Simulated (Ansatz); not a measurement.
C$_{3}$H$_{4}$FInO, SMILES `C#C[O][In]([CH3])[F]`. Charge 0, multiplicity 1. In: def2 effective core potential.

```xyz
10

C    -1.273   -1.633   -2.789
C    -0.880   -1.369   -1.682
O    -0.471   -1.129   -0.494
In    0.234    0.635    0.192
C     0.874    0.832    2.198
F     0.184    1.926   -1.250
H    -1.619   -1.863   -3.766
H     1.954    0.978    2.208
H     0.386    1.697    2.643
H     0.612   -0.075    2.739
```

Q: List the harmonic frequencies (cm⁻¹, unscaled) at PBE0-D4/def2-TZVP in Ansatz. (Best estimate.)

A: The calculation gave: 29, 48, 62, 102, 122, 155, 411, 473, 520, 535, 546, 590, 608, 750, 770, 1174, 1205, 1447, 1448, 2265, 3081, 3182, 3193, 3505.

Q: Is this a minimum?

A: Yes, all 24 modes are real.

Q: Give the ideal-gas thermochemistry at 298.15 K and 1 bar (rigid rotor, harmonic oscillator; point group C1, symmetry number 1).

A: Zero-point energy 156.8 kJ/mol; H(298) − E = 183.2 kJ/mol; entropy 414.8 J/(mol·K), of which translation 174.3, rotation 118.5, vibration 122.0; G(298) − E = 59.6 kJ/mol. Modes under 100 cm⁻¹ are hindered rotations or soft bends, so the harmonic entropy is rough.
